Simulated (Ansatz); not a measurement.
Reaction (redistribution): `CC[Si]Br` + `O[Si]1(F)C=N1` → `O[Si]Br` + `CC[Si]1(F)C=N1`

Computed with Ansatz on PBE0-D4/def2-TZVP structures; ΔE is electronic, products minus reactants. CCSD(T)/CBS is the MP2 limit (def2-TZVPP, def2-QZVPP) plus CCSD(T) − MP2 in def2-TZVPP, frozen cores. DFT in def2-TZVPP. For Br outer-core shells are correlated without core-valence functions, which leaves a few kJ/mol of doubt a bond. Scalar relativity is left out up to krypton. Each species was taken in one conformer, which may not be the lowest.

(1) Is it downhill or uphill in electronic energy at CCSD(T)/CBS, and by how much? (Estimate.)

(2) What do these levels give: PBE-D4, BLYP-D4, CAM-B3LYP-D4, HF/def2-SVP, SCS-MP2/def2-TZVPP, CCSD/CBS(def2)? (An estimate is asked.)

(3) What do rigid-rotor, harmonic-oscillator terms from PBE0-D4/def2-TZVP frequencies (298.15 K, 1 bar) make of the CCSD(T)/CBS value? (Estimate.)

Largest T1 diagnostic among the species: 0.013.

Answers

(1) Computed: Downhill: ΔE = -0.67 eV.

(2) Computed: PBE-D4 -0.79, BLYP-D4 -0.80, CAM-B3LYP-D4 -0.76, HF/def2-SVP -0.64, SCS-MP2/def2-TZVPP -0.69, CCSD/CBS(def2) -0.65 eV.

(3) Computed: ΔZPE = +0.03 eV, ΔH = -0.65 eV, ΔS = -8 J/(mol·K), ΔG = -0.62 eV. Modes under 50 cm⁻¹ make the entropy rough.

From BLYP to BHLYP (50 % exact exchange), in def2-TZVPP and without D4, ΔE moves by +0.12 eV. In def2-TZVPP, CCSD(T) changes the Hartree–Fock value by −0.06 eV (the triples alone add −0.02 eV) and MP2 by −0.08 eV. At CCSD(T), def2-SVP lies −0.05 eV from the extrapolated value and def2-TZVPP −0.01 eV.
